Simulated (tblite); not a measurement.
C6H9O (doublet state).
SMILES with atom numbers: `[CH2:1]=[C:2][C@@H:3]([CH:4]=[O:5])[CH2:6][CH3:7]` (hydrogens: H8, H9 on C1; H10 on C3; H11 on C4; H12, H13 on C6; H14, H15, H16 on C7)

Geometry (GFN2-xTB, Å), atoms numbered from 1 in this order:
```xyz
16
C6H9O angstrom
C      1.9498    1.3710    0.4000
C      1.1345    0.4401    0.0445
C      0.2323   -0.6781    0.1388
C      0.5273   -0.8631    1.6198
O     -0.1188   -0.3742    2.5196
C     -1.2246   -0.3278   -0.1631
C     -1.4196    0.0494   -1.6250
H      2.3343    2.0871   -0.3164
H      2.3129    1.5227    1.4147
H      0.5780   -1.5299   -0.4528
H      1.4586   -1.4243    1.8051
H     -1.8424   -1.1922    0.0873
H     -1.5234    0.4974    0.4846
H     -2.4644    0.2803   -1.8171
H     -1.1235   -0.7704   -2.2766
H     -0.8185    0.9210   -1.8749
```

All values are computed: GFN2-xTB (tblite) harmonic vibrations without scaling, gas phase. Errors from tens to a few hundred cm⁻¹ against measured bands are possible. One conformer, not necessarily the lowest. Open shells enter through the occupations alone, without spin polarisation, and single modes of such species can be off by tens of per cent.

Harmonic wavenumbers (cm⁻¹): 31.2, 75.9, 114.4, 127.1, 168.1, 221.4, 274.3, 302.9, 378.0, 511.8, 645.6, 801.1, 838.9, 857.8, 889.2, 901.6, 928.4, 1015.2, 1081.3, 1099.3, 1132.6, 1146.4, 1228.2, 1282.8, 1330.3, 1348.5, 1373.2, 1411.9, 1482.4, 1497.6, 1502.3, 1693.7, 1868.1, 2786.2, 2914.8, 2930.5, 2987.5, 3002.1, 3005.9, 3030.3, 3037.0, 3044.0.

A = 3357, B = 2203, C = 1514 MHz; mass 97.065 u (most abundant isotopes); point group C1, symmetry number 1; spin multiplicity 2.

Q: Zero-point energy?

A: ½Σν̃ = 28150 cm⁻¹ = 336.75 kJ/mol.

Q: Give the ideal-gas entropy at 500 K and 1 bar in the rigid-rotor, harmonic-oscillator model (classical rotation).

A: Translation 176.66, rotation 122.57, vibration 179.77, spin (R ln 2) 5.76: S = 484.8 J/(mol K).

Q: And Cp and H(500 K) − H(0)?

A: Cp = 195.51 J/(mol K), of which vibrations give 162.25 (their classical limit is 42 R = 349.2); H(500 K) − H(0) = 60.10 kJ/mol without the zero-point energy, 43.47 from vibrations.

Q: Which modes carry the vibrational entropy at 500 K?

A: 31.2 cm⁻¹: 28.36; 75.9 cm⁻¹: 20.98; 114.4 cm⁻¹: 17.59; 127.1 cm⁻¹: 16.72; 168.1 cm⁻¹: 14.43; 221.4 cm⁻¹: 12.20 J/(mol K); the other 36 give 69.48 together.

Q: How do the functions run with temperature in this model?

A: 
```
 T (K)  S (J/(mol K))  Cp (J/(mol K))  H − H(0) (kJ/mol)  G − H(0) (kJ/mol)  ln q(vib)
   150          324.1            92.2               9.76             -38.85       3.29
   250          377.6           120.3              20.35             -74.05       5.71
298.15          400.1           135.3              26.51             -92.78       6.81
   400          444.3           167.3              41.93            -135.81       9.04
   600          522.6           219.6              80.89            -232.67      13.23
   900          622.4           272.0             155.25            -404.90      19.08
```

q(vib) and H(0) count from the zero-point level.

Q: What must be added to the electronic energy to get the Gibbs energy at 500 K and 1 bar?

A: ZPE + [H(500 K) − H(0)] − T·S = 336.75 + 60.10 − 242.38 = 154.47 kJ/mol.

Q: Blend soft modes into free rotors: weight 1/[1 + (100 cm⁻¹/ν̃)⁴] for the oscillator and the rest for a rotor with moment μB/(μ + B), μ = h/(8π²ν), B = 10⁻⁴⁴ kg m². What vibrational entropy results?

A: 163.28 J/(mol K) in place of 179.77, which changes −T·S at 500 K by +8.24 kJ/mol.

Hindered rotation and anharmonicity are outside this model. Other conformers, if any are populated, would add a mixing term that is left out. The structure is chiral; the term R ln 2 for an equal mix with its mirror image is left out.
